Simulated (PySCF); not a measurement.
ClF₃H₂OSi₂, SMILES F[Si](F)(O[SiH2]Cl)F. Heavy atoms are numbered as in [Si:1]([F:2])([F:3])([F:4])[O:5][SiH2:6][Cl:7]. Hydrogens are named by the atom that carries them.

Geometry optimised at B3LYP-D3(BJ)/def2-SVP. The structure was generated by enumeration, and PubChem lists no compound with its InChIKey, so it may never have been made. Other conformers were not sampled.

Computed with PySCF with PBE/pcSseg-1.

GIAO shieldings, no solvent; atoms alike by connectivity are averaged. δ = σ(ref) − σ: ²⁹Si against TMS (σ = 335.4 ppm); ¹⁹F against CFCl3 (σ = 133.6 ppm); ¹⁷O against H2O (σ = 334.3 ppm); ³⁵Cl against HCl (σ = 936.5 ppm); ¹H against TMS (σ = 31.49 ppm), references at their B3LYP-D3(BJ)/def2-TZVP geometries, non-relativistic (without spin–orbit terms, shifts of atoms bonded to Cl or Br come out too high).

Computed chemical shifts:
| nucleus | atoms | count | δ (ppm) |
|---|---|---|---|
| ²⁹Si | Si6 (SiH2) | 1 | -10.0 |
| ²⁹Si | Si1 | 1 | -100.6 |
| ¹⁹F | F2 | 3 | -183.9 |
| ¹⁷O | O5 | 1 | 87.4 |
| ³⁵Cl | Cl7 | 1 | 78.8 |
| ¹H | H on Si6 | 2 | 5.99 |
